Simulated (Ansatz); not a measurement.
Consider the ligand exchange at the Si–O bond: `C=C[SiH](C)O` + silanol → `C=C[SiH](C)O[SiH3]` + H₂O.

Calculated with Ansatz (gas phase, PBE0-D4/def2-TZVP geometries, no zero-point term in ΔE). CCSD(T)/CBS adds triple-zeta CCSD(T) − MP2 to the extrapolated MP2 energy (def2 sets, frozen cores). This one scheme is used for every species. DFT in def2-TZVPP. B3LYP here is the variant with VWN-RPA as its local correlation; programs differ in this. HSE06 is defined as in plane-wave codes. One conformer a species, not always the lowest.

```csv
level,ΔE (kcal/mol),difference from CCSD(T)/CBS
revPBE-D4,-5.3,1.1
r2SCAN-D4,-5.0,1.4
PBE0-D4,-5.5,0.9
HSE06-D4,-5.5,0.9
CAM-B3LYP-D4,-5.8,0.6
B2PLYP,-4.7,1.7
PBE-QIDH,-5.2,1.2
B3LYP,-3.9,2.5
r2SCAN0,-4.9,1.5
RPA@PBE/def2-TZVPP,-5.7,0.7
CCSD/def2-SVP,-5.9,0.5
CCSD(T)/def2-SVP,-5.8,0.6
HF/def2-TZVPP,-5.5,0.9
MP2/def2-TZVPP,-5.7,0.7
SCS-MP2/def2-TZVPP,-5.6,0.8
CCSD(T)/def2-TZVPP,-5.7,0.7
CCSD(T)/CBS,-6.4,0
```

Largest T1 diagnostic among the species: 0.011.

From PBE to PBE0 (25 % exact exchange), in def2-TZVPP and without D4, ΔE moves by −0.9 kcal/mol. The D4 term adds −2.3 kcal/mol with B3LYP and −1.4 kcal/mol with PBE0; it sums over pairs of atoms, weighted by their polarisabilities, and B3LYP, whose exchange is more repulsive, gets the larger term. Leaving LDA and LC-ωPBE aside and taking each functional with its dispersion term where it has one, the values, not all of them listed here, spread over 2.4 kcal/mol, from BHLYP-D4 to B2PLYP.
